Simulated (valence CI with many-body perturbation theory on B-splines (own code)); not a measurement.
**W²⁵⁺ in brief**

Method: relativistic CI+MBPT: three valence electrons over a frozen Dirac-Fock core [Kr] 4d10, a basis of 7 s, 7 p, 7 d, 7 f, 4 g, 2 h functions for each j, with the one-electron correlation potential Σ1, the two-electron term Σ2, the three-electron term Σ3, Breit, model QED; selected CI, second order for the rest, scaled by the run's own slope (own B-spline code, finite nucleus).

No measured levels were compared; by estimate terms of the open shell hold to a few per cent of their energy, and close levels can change places. Excitations out of the core, of the other parity, are not computed and may begin above about 162 eV (a cautious bound); beyond it only levels of the ground parity were kept, without lifetimes.

Names give the largest LS component (configuration and term), which can be under half, so a name can repeat, a term be missing and a line seem to break the LS rules; names also repeat where a configuration has a term twice.

Rates and lifetimes use the calculated energies. Strong lines usually hold to 10 to 20 %, long lifetimes can be off by a factor of two.

**Question.** What is the ground level?

**Answer.** 4f3 4I°_9/2, composition 83 % 4f3 4I° + 16 % 4f3 2H°, g = 0.759.

**Question.** Where does the other parity begin?

**Answer.** At 4f2 5s 4H_7/2, 900770 cm⁻¹.

**Question.** Name the longest-lived excited levels whose lifetime is computed, and their main decay.

**Answer.** 4f3 4G°_5/2 at 56519 cm⁻¹ lives 18.6 ms, mostly by M1 to 4f3 4F°_3/2; 4f3 4F°_7/2 at 55029 cm⁻¹ lives 17.9 ms, mostly by M1 to 4f3 4I°_9/2; 4f3 4F°_5/2 at 48741 cm⁻¹ lives 16.2 ms, mostly by M1 to 4f3 4F°_3/2. The lifetime of 4f3 4F°_3/2 is too uncertain to give, and may be longer.

**Question.** How well does LS coupling describe the low levels?

**Answer.** Among the lowest 20 levels the leading LS term, summed over configurations, holds 66 % on average. For single configurations the figures are 66 % in LS and 73 % in jj coupling. Terms mix most in the J = 3/2 level at 79448 cm⁻¹, where the leading one holds 31 %.

**Question.** How is the term 4I° of the ground level split?

**Answer.** J = 9/2 at 0, J = 11/2 at 20218, J = 13/2 at 37259, J = 15/2 at 51862 cm⁻¹.
